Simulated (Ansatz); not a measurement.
Reaction (formal exchange of groups at the Si–Te bond): `N[Si](O)(O)[TeH]` + `NC=O` → `N[Si](N)(O)O` + `O=C[TeH]`

Isolated molecules relaxed with PBE0-D4/def2-TZVP in Ansatz; ΔE leaves out vibrations. CCSD(T)/CBS is the MP2 limit (def2-TZVPP, def2-QZVPP) plus CCSD(T) − MP2 in def2-TZVPP, frozen cores. This one scheme is used for every species. Functionals use def2-TZVPP. HSE06 is defined as in plane-wave codes. def2 core potentials past Kr. For Te outer-core shells are correlated without core-valence functions, which leaves a few kJ/mol of doubt a bond. One conformer a species, not always the lowest.

`N[Si](O)(O)[TeH]`:

Z-matrix (Å, degrees):
```
Si
O 1 1.638
O 1 1.637 2 115.5
N 1 1.699 2 102.8 3 -120.6
Te 1 2.501 2 110.8 3 111.4
H 2 0.959 1 115.6 3 -77.7
H 3 0.961 1 115.8 2 -70.7
H 4 1.007 1 120.4 2 -175.0
H 4 1.007 1 118.9 2 -30.3
H 5 1.658 1 90.8 2 59.9
```

`NC=O`:

Z-matrix (Å, degrees):
```
N
C 1 1.351
H 1 1.003 2 121.3
H 1 1.006 2 119.3 3 -180.0
O 2 1.206 1 125.0 3 180.0
H 2 1.107 1 112.3 3 -0.0
```

`N[Si](N)(O)O`:

Z-matrix (Å, degrees):
```
Si
N 1 1.697
O 1 1.647 2 101.9
N 1 1.699 2 112.2 3 -125.3
O 1 1.648 2 115.2 3 119.1
H 2 1.004 1 122.0 3 -9.8
H 2 1.004 1 122.6 3 154.1
H 3 0.958 1 115.5 2 163.0
H 4 1.005 1 122.6 2 69.7
H 4 1.005 1 120.4 2 -134.8
H 5 0.958 1 115.3 2 -30.2
```

`O=C[TeH]`:

```xyz
5

O     0.135   -0.234    1.842
C    -0.175   -0.082    0.705
Te    1.241    0.072   -0.899
H    -1.224   -0.006    0.361
H     0.023    0.250   -2.010
```

```tsv
level	ΔE (kcal/mol)	difference from CCSD(T)/CBS
revPBE-D4	9.5	1.3
r2SCAN0-D4	10.9	2.7
PBE	10.3	2.1
r2SCAN	9.1	0.9
r2SCANh	9.8	1.6
HSE06	11.7	3.5
CAM-B3LYP	9.3	1.1
HF/def2-TZVPP	10.8	2.6
CCSD(T)/def2-TZVPP	7.7	-0.5
HF/CBS(def2)	10.3	2.1
CCSD(T)/CBS	8.2	0
```

(1) What do rigid-rotor, harmonic-oscillator terms from PBE0-D4/def2-TZVP frequencies (298.15 K, 1 bar) make of the CCSD(T)/CBS value? (Best estimate.)

Largest T1 diagnostic among the species: 0.016.

Results:

(1) Computed: ΔZPE = -1.6 kcal/mol, ΔH = +6.8 kcal/mol, ΔS = 9 J/(mol·K), ΔG = +6.1 kcal/mol.

From BLYP to BHLYP (50 % exact exchange), in def2-TZVPP and without D4, ΔE moves by +2.9 kcal/mol. At CCSD(T), def2-SVP lies +5.6 kcal/mol from the extrapolated value and def2-TZVPP −0.5 kcal/mol.
